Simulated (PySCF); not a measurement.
BiMe3, C₃H₉Bi.
Bonds: Bi1–C2, Bi1–C6, Bi1–C10. Hydrogens: H3, H4, H5 on C2; H7, H8, H9 on C6; H11, H12, H13 on C10.

A GFN2-xTB structure was refined with PBE0-D3(BJ)/def2-SVP geometry optimisation, gas phase, def2 core potentials past Kr (PySCF 2.14.0). Its GFN2-xTB values:

```tsv
coordinate	GFN2-xTB
Bi1–C2	2.216 Å
Bi1–C6	2.375 Å
C2–H3	1.057 Å
Bi1–C2–H3	109.9°
C2–Bi1–C6	90.8°
H3–C2–H4	103.6°
```

How do these coordinates change at the PBE0-D3(BJ)/def2-SVP level?

```
coordinate  PBE0-D3(BJ)/def2-SVP (Å or °)  change
    Bi1–C6                          2.273  -0.102
    Bi1–C2                          2.274  +0.058
     C2–H3                          1.099  +0.042
  H3–C2–H4                          109.7    +6.1
 C2–Bi1–C6                           92.8    +2.0
 Bi1–C2–H3                          109.6    -0.3
```

The energy falls by 0.260 eV over 6 energy and gradient evaluations, the largest force component goes from 0.0284 to 3.0e-04 Eh/bohr, and the atoms move by 0.057 Å rms after alignment. The bond that changes most is Bi1–C6 (ends: bismuth bonded to 3 C; carbon bonded to Bi and 3 H), which shortens by 0.102 Å. Bonds longer at the end by more than 0.005 Å: 8 of 12; shorter: 3. Rotational constants go from 3261, 3206, 2821 to 3254, 3244, 2800 MHz.

The run used 113 basis functions and 41 SCF cycles in all. Hardware: one thread, Arm Neoverse V1 (aarch64), no GPU, shared host with 32 logical CPUs at a one-minute load of 25. Cost: 36 s of wall time, 0.47 GiB resident at most.

Whether it is a minimum is left open (no frequencies).
